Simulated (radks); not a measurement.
Values are calculated unless marked as measured or tabulated.
Problem. These are the eigenvalues of the occupied orbitals of an atom or ion with whole-number occupations (hartree). Level of theory: Dirac Kohn-Sham, LB94 model potential, spin-unpolarised, spherical densities, finite nucleus; Fermi nuclear charge, rms radius of each element as measured or else 0.836 A^(1/3) + 0.57 fm (a radial shooting solver on a logarithmic mesh with Libxc functionals).

| orbital | eigenvalue |
|---|---|
| 1s1/2 | -851.2159 |
| 2s1/2 | -124.2781 |
| 2p1/2 | -115.2913 |
| 2p3/2 | -109.9103 |
| 3s1/2 | -22.80596 |
| 3p1/2 | -19.25268 |
| 3p3/2 | -18.33430 |
| 3d3/2 | -12.01634 |
| 3d5/2 | -11.83299 |
| 4s1/2 | -3.54681 |
| 4p1/2 | -2.47103 |
| 4p3/2 | -2.32384 |
| 4d3/2 | -0.74858 |
| 4d5/2 | -0.73332 |

Which element is it, and in what charge state? The configuration may be excited. Open shells, if any, fill j = l - 1/2 first.

Solution. Z = 45, rhodium, charge +1: Rh+ in [Kr] 4d8. The list shows which subshells hold electrons but not how many an open one holds; the 1s level, -851.22 hartree, gives Z - s = 41.3 by -(Z - s)^2/2, which with screening and relativity narrows Z to a few neighbours, and the depths of the outer levels then fix element, charge and occupations together.
